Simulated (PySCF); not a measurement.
CH4BeO, SMILES [BeH][O]C (B3LYP/def2-SVP optimised geometry):

```
7

Be     0.930     0.219     0.000
H      2.257     0.219     0.000
O     -0.466     0.220    -0.002
C     -1.848     0.210     0.010
H     -2.257     0.621    -0.931
H     -2.238    -0.818     0.127
H     -2.244     0.818     0.844
```

Calculation: PySCF 2.14.0 with B3LYP/def2-TZVP.

### Question
What are the frontier orbital energies and the dipole moment?

### Answer
HOMO-2 -8.78 eV, HOMO-1 -8.22 eV, HOMO -8.21 eV, LUMO 0.17 eV, LUMO+1 0.36 eV; dipole moment 1.69 D.

On the same geometry PBE/def2-TZVP run with PySCF 2.14.0 gives HOMO-2 -7.59 eV, HOMO-1 -6.95 eV, HOMO -6.95 eV, LUMO -0.19 eV, LUMO+1 -0.18 eV; dipole moment 1.76 D.

Meta-Löwdin charges at B3LYP/def2-TZVP: Be1 1.17, H2 -0.44, O3 -0.97, C4 -0.08, H5 0.11, H6 0.11, H7 0.11.
